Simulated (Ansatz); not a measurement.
F3S, SMILES F[S+](F)F, charge +1.

Coordinates come from a B3LYP-D3(BJ)/def2-TZVP optimisation. The isomer is the one that the SMILES or the coordinates give; other isomers of the formula were not compared.

Two levels are set side by side: PBE/def2-SVPD (Ansatz, a program for electronic structure) and PBE0/def2-SVPD (Ansatz). Energy differences of separate SCF runs at the same geometry; the states with an electron removed or added have multiplicity 2 and 2. Differences are taken from unrounded values.

| quantity | PBE |
|---|---|
| vertical ionisation energy (eV) | 21.88 |
| vertical electron affinity (eV) | 6.28 |
| vertical singlet–triplet gap (eV) | 6.63 |

**Question.** These are the PBE values. What does PBE0 give? (The exact figures need the calculation; the answer reports its results.)

**Answer.** 
```csv
quantity,PBE0,PBE minus PBE0
vertical ionisation energy (eV),22.35,-0.46
vertical electron affinity (eV),6.44,-0.17
vertical singlet–triplet gap (eV),6.74,-0.12
```
